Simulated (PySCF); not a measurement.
H10NPSi3.
Cartesian coordinates in Å at the PBE0-D3(BJ)/def2-SVP level; atoms count from 1:
```
atom  x, y, z in Å
Si1    2.9815    0.8998   -0.3047
N2     1.7589   -0.2839    0.0724
Si3    0.0590   -0.2472   -0.2815
P4    -1.1333   -0.6951    1.5879
Si5   -3.1505   -0.6894    0.5681
H6     2.2940    2.2034   -0.5388
H7     3.7833    0.5652   -1.5247
H8     3.9357    1.0205    0.8399
H9     2.0940   -1.1331    0.5219
H10   -0.2329    1.1026   -0.8480
H11   -0.3605   -1.2885   -1.2749
H12   -1.2017    0.6614    2.0314
H13   -4.2011   -0.4231    1.5954
H14   -3.2724    0.3268   -0.5247
H15   -3.3645   -2.0453   -0.0190
```

The closed-shell ground state was solved at several levels (PySCF, density fitting, gas phase, non-relativistic).

| level | basis functions | total energy (Eh) | HOMO (eV) | LUMO (eV) | gap (eV) | dipole (D) |
| --- | --- | --- | --- | --- | --- | --- |
| PBE0/pcSseg-1 | 163 | -1270.0203 | -7.29 | -0.14 | 7.15 | 0.42 |
| PBE0/def2-SVPD | 196 | -1269.6655 | -7.25 | -0.32 | 6.93 | 0.38 |

Task: Estimate the row for CAM-B3LYP/pcSseg-2, a basis of 348 functions; the other rows only guide the guess.

Result: Total energy -1270.7380 Eh, HOMO -8.52 eV, LUMO 0.51 eV, gap 9.03 eV, dipole 0.35 D.

Task: Over all these levels, which gives the widest orbital gap and which the narrowest?

Result: CAM-B3LYP/pcSseg-2 (range-separated hybrid) has the widest, 9.03 eV, and PBE0/def2-SVPD (global hybrid, 25 % exact exchange) the narrowest, 6.93 eV. Functional and basis both differ between the two, so the spread mixes both effects.

Task: How far do the dipole and the HOMO energy spread over the levels?

Result: The dipole runs from 0.35 to 0.42 D (mean 0.38 D) and the HOMO from -8.52 to -7.25 eV.

One conformer stands for the species.
